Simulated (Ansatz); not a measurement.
C2H8SeSi (`CC[Se][SiH3]`), 12 atoms. Total charge 0; spin multiplicity 1. Correlated methods include outer-core shells of Se, which these sets cover unevenly. Scalar relativity is left out up to krypton. All runs use 4 threads of an Arm Neoverse V1 on a shared host. Correlated methods freeze the cores.

Question: How many basis functions does each run have, and how long does it take in Ansatz? RKS CAM-B3LYP-D4/def2-TZVPP energy; RHF-MP2/def2-QZVPP energy; RKS revPBE-D4/def2-TZVPP energy; RKS BHLYP-D4/def2-TZVPP energy; RKS ωB97M-V/def2-QZVPP energy; RKS PBE0-D4/def2-TZVP relaxation (6 steps); RKS PBE0-D4/def2-QZVPP energy; RHF-CCSD(T)/def2-SVP energy; RKS PBE0-D4/def2-TZVP frequencies; RHF-CCSD(T)/def2-TZVPP energy; RKS ωB97M-V/def2-SVP energy; RKS r2SCAN0-D4/def2-TZVPP energy. (An estimate is asked.)

Answer: Ansatz gave: Other jobs shared the machine, so times are rough.

| level | job | functions | wall time | peak host memory (GiB) |
| --- | --- | --- | --- | --- |
| RKS revPBE-D4/def2-TZVPP | energy | 264 | 2.3 s | 0.36 |
| RKS BHLYP-D4/def2-TZVPP | energy | 264 | 3.9 s | 0.8 |
| RKS CAM-B3LYP-D4/def2-TZVPP | energy | 264 | 4.3 s | 0.86 |
| RKS ωB97M-V/def2-SVP | energy | 118 | 5.5 s | 0.39 |
| RKS r2SCAN0-D4/def2-TZVPP | energy | 264 | 6 s | 0.79 |
| RHF-CCSD(T)/def2-SVP | energy | 118 | 7.5 s | 0.62 |
| RKS PBE0-D4/def2-QZVPP | energy | 513 | 12 s | 2.2 |
| RKS PBE0-D4/def2-TZVP | relaxation (6 steps) | 195 | 26 s | 0.57 |
| RKS ωB97M-V/def2-QZVPP | energy | 513 | 27 s | 2.6 |
| RHF-MP2/def2-QZVPP | energy | 513 | 29 s | 3.5 |
| RKS PBE0-D4/def2-TZVP | frequencies | 195 | 3.2 min | 0.57 |
| RHF-CCSD(T)/def2-TZVPP | energy | 264 | 3.5 min | 6.4 |
